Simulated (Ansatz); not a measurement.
Calculated with Ansatz (gas phase, PBE0-D4/def2-TZVP geometries, no zero-point term in ΔE). CCSD(T)/CBS adds triple-zeta CCSD(T) − MP2 to the extrapolated MP2 energy (def2 sets, frozen cores). This one scheme is used for every species. Functionals use def2-TZVPP. B3LYP here is the variant with VWN-RPA as its local correlation; programs differ in this. Each species was taken in one conformer, which may not be the lowest.

Reaction (hydrogenolysis of a C–C bond): `CN(C)C(=O)C(C)(C)C` + H₂ → `CN(C)C=O` + `CC(C)C`

Q: Is it downhill or uphill in electronic energy at CCSD(T)/CBS, and by how much? (An estimate is asked.)

A: Ansatz gave: Downhill: ΔE = -62.8 kJ/mol.

Q: What do these levels give: r2SCANh-D4, B2PLYP, PBE-QIDH, PBE0, B3LYP, r2SCANh, BHLYP, CAM-B3LYP, LC-ωPBE, CCSD(T)/def2-SVP, MP2/def2-TZVPP, HF/CBS(def2)? (An estimate is asked.)

A: Computed: r2SCANh-D4 -69.1, B2PLYP -84.1, PBE-QIDH -72.3, PBE0 -87.1, B3LYP -100.4, r2SCANh -75.6, BHLYP -97.7, CAM-B3LYP -90.0, LC-ωPBE -82.8, CCSD(T)/def2-SVP -62.9, MP2/def2-TZVPP -57.0, HF/CBS(def2) -115.8 kJ/mol.

Largest T1 diagnostic among the species: 0.014.

The D4 term adds +27.6 kJ/mol with B3LYP and +16.2 kJ/mol with PBE0; it sums over pairs of atoms, weighted by their polarisabilities, and B3LYP, whose exchange is more repulsive, gets the larger term. In def2-TZVPP, CCSD(T) changes the Hartree–Fock value by +52.1 kJ/mol (the triples alone add +9.8 kJ/mol) and MP2 by +58.2 kJ/mol.
